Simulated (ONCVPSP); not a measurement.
**Al (Z = 13), ONCV: configuration errors across variants**

```json
{
  "Element": "Al",
  "Generator": "ONCVPSP 4.0.1",
  "Type": "optimised norm-conserving Vanderbilt (ONCV)",
  "Functional": "LDA (Perdew-Wang 92)",
  "Relativity": "non-relativistic",
  "Frozen core": "[Ne]",
  "Valence charge": "3",
  "Reference configuration": "3s1.75 3p1.25",
  "Partial waves": "3s: rc 1.95 bohr, ncon 4, nbas 7, qcut 3.1 1/bohr, 2 projectors, debl 1.4 Ha; 3p: rc 1.95 bohr, ncon 5, nbas 8, qcut 3.9 1/bohr, 3 projectors, debl 0.9 Ha",
  "Local potential": "polynomial inside 1.45 bohr (lpopt 5, dvloc0 0 Ha)",
  "Core correction": "Teter function, fcfact 2.75, rcfact 1.5"
}
```

All-electron excitation energies from the reference (eV): (1) 3s2 3p1 -1.261; (2) 3s2 3p0 4.590; (3) 3s1 3p0 23.926; (4) 3s1 3p1 10.370.

1 further variants failed, have other tests or another functional or relativity, and are left out.

A true bound ghost makes a file unfit for plane-wave use even where its test errors are small: the radial tests pick states by their node count and pass the ghost by.

Errors AE − PS in meV (a dash: test not solved or not reliable):

| change | (1) | (2) | (3) | (4) | bound ghosts | GHOST(+) flags above zero |
| --- | --- | --- | --- | --- | --- | --- |
| base | 0.0 | -0.4 | -4.2 | -0.9 | p | s, p |
| core correction Teter function, fcfact 2.75, rcfact 1.96 | -0.3 | -16 | -162 | -25 | p | s, p |
| local potential polynomial inside 1.45 bohr (lpopt 5, dvloc0 2 Ha) | 0.0 | -0.4 | -4.2 | -0.9 | p | p |
| s: qcut 4.5 | +0.1 | -0.4 | -3.1 | +0.3 | p | s, p |

**Question.** Give the same row for: s: ncon 5, nbas 8.

**Answer.** 0.0, -0.4, -3.8, -0.5; bound ghosts: p; GHOST(+) flags above zero: s, p.
